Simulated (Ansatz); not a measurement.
`C[Si](O)(S)[InH2]`. Charge 0, multiplicity 1. In takes the def2 core potential.

Z-matrix (Å, degrees):
```
C
Si 1 1.869
H 1 1.093 2 110.2
H 1 1.093 2 110.8 3 119.7
H 1 1.094 2 111.1 3 -120.0
O 2 1.656 1 111.5 3 57.9
S 2 2.160 1 102.6 3 177.2
In 2 2.571 1 117.4 3 -64.7
H 6 0.961 2 116.9 1 62.2
H 7 1.343 2 95.2 1 177.4
H 8 1.731 2 119.1 1 -173.5
H 8 1.731 2 123.3 1 2.7
```

Problem. List the harmonic frequencies (cm⁻¹, unscaled) at PBE0-D4/def2-TZVP in Ansatz. (Best estimate.)

Solution. Computed: 52, 86, 113, 155, 168, 175, 201, 259, 317, 325, 342, 476, 496, 610, 674, 719, 770, 799, 851, 905, 1272, 1444, 1445, 1789, 1790, 2710, 3044, 3128, 3139, 3875.

Problem. Is this a minimum?

Solution. Yes, all 30 modes are real.

Problem. Give the ideal-gas thermochemistry at 298.15 K and 1 bar (rigid rotor, harmonic oscillator; point group C1, symmetry number 1).

Solution. Zero-point energy 192.2 kJ/mol; H(298) − E = 221.8 kJ/mol; entropy 425.3 J/(mol·K), of which translation 175.5, rotation 124.2, vibration 125.5; G(298) − E = 95.0 kJ/mol. Modes under 100 cm⁻¹ are hindered rotations or soft bends, so the harmonic entropy is rough.

Problem. Rotational constants (cm⁻¹)?

Solution. 0.08021, 0.02854, 0.02591.
